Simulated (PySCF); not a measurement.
# Computed vibrations of [TlCl4]−

[TlCl4]− (singlet). PySCF 2.14.0, RKS B3LYP, Tl def2-SVP with ECP60, Cl def2-SVP; non-relativistic Hamiltonian with scalar-relativistic core potentials where named; density fitting; no spin-orbit coupling. Central differences of gradients.

```xyz
5

Tl    0.0000    0.0000    0.0000
Cl    2.5387    0.0000    0.0000
Cl    0.0000    2.5387    0.0000
Cl   -2.5387    0.0000    0.0000
Cl    0.0000   -2.5387    0.0000
```

Run from Python with OMP_NUM_THREADS=2. Where DIIS fails, smearing, a level shift and second-order steps follow.
It took 18 s on 2 threads of Arm Neoverse V2 (shared host).

Question: What are the harmonic wavenumbers and infrared intensities?

Answer: Modes are labelled in D4h; negative numbers are unstable modes, those under 60 cm⁻¹ near the noise; a finer grid moves soft modes by up to 10 cm⁻¹.
```tsv
cm⁻¹	km/mol	symmetry
-66	–	b2u
92	13.9	a2u
108	12.5	eu
108	12.5	eu
128	0.0	b2g
215	0.0	b1g
269	0.0	a1g
284	71.6	eu
284	71.6	eu
```

Question: Is this a minimum?

Answer: No: 1 unstable; the lowest moves the atoms so:
```
Tl   0.00  0.00  0.00
Cl   0.00  0.00  0.50
Cl   0.00  0.00 -0.50
Cl   0.00  0.00  0.50
Cl   0.00  0.00 -0.50
```
